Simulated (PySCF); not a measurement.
Ga(OH)3 (GaH₃O₃), SMILES [OH][Ga]([OH])[OH]. Atoms are numbered in the order given.

```xyz
7

Ga     0.0000     0.0000     0.0000
O     -1.6848    -0.5804     0.0000
H     -2.3302     0.1389     0.0000
O      0.3397     1.7493     0.0000
H      1.2854     1.9486     0.0000
O      1.3451    -1.1689     0.0000
H      1.0448    -2.0875     0.0000
```

Coordinates come from a B3LYP-D3(BJ)/def2-SVP optimisation. One conformer was computed; it need not be the lowest.

These are ωB97X/def2-TZVP in PySCF values and carry that method's errors.

Symmetry labels are those of the subgroup Cs that the program uses (full group C3h).

List the valence orbital energies around the gap with their symmetry. (An estimate is asked for; the answer gives what the named calculation found.)


```tsv
orbital	symmetry	energy (eV)
HOMO−7	A'	-16.04
HOMO−6	A'	-16.04
HOMO−5	A'	-13.21
HOMO−4	A"	-12.47
HOMO−3	A'	-12.18
HOMO−2	A'	-12.18
HOMO−1	A"	-11.51
HOMO	A"	-11.51
LUMO	A'	1.06
LUMO+1	A"	2.24
LUMO+2	A'	3.52
LUMO+3	A'	3.52
```
